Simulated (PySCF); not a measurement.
# ICl: frontier orbitals

r²SCAN at R = 2.364 Å; PySCF, spin-free X2C with a Gaussian nucleus, basis sets I x2c-SVPall, Cl x2c-SVPall. State: ¹Σ⁺ (singlet), closed shell. Only the outer orbitals are listed, counted within each symmetry.

| orbital | occ. | ε (eV) | on I (%) | main shells (%) |
| --- | --- | --- | --- | --- |
| 13σ | 2 | -22.13 | 19 | 79 Cl s, 15 I s |
| 14σ | 2 | -18.02 | 80 | 80 I s, 17 Cl s |
| 15σ | 2 | -10.91 | 42 | 56 Cl p, 37 I p |
| 7π | 2 | -9.01 | 30 | 69 Cl p, 30 I p |
| 7π | 2 | -9.01 | 30 | 69 Cl p, 30 I p |
| 8π | 2 | -6.83 | 71 | 70 I p, 29 Cl p |
| 8π | 2 | -6.83 | 71 | 70 I p, 29 Cl p |
| 16σ | 0 | -4.50 | 63 | 59 I p, 36 Cl p |
| 17σ | 0 | 5.55 | 99 | 87 I s, 12 I d |
| 9π | 0 | 7.72 | 91 | 91 I d |

Q: Which are the highest filled and the lowest empty level, where do they sit, and how wide is the gap?

A: Highest filled 8π at -6.83 eV (in %: 70 I p, 29 Cl p); lowest empty 16σ at -4.50 eV (in %: 59 I p, 36 Cl p); the gap at r²SCAN is 2.33 eV.

- bond order (Mayer): 1.06
- ⟨S²⟩: 0.000
- charge on I (Mulliken, basis-dependent): 0.16
- charge on I (Löwdin, basis-dependent): 0.09
- dipole moment (positive dipole means I(−)Cl(+)): -1.33 D

Spin–orbit coupling is left out.
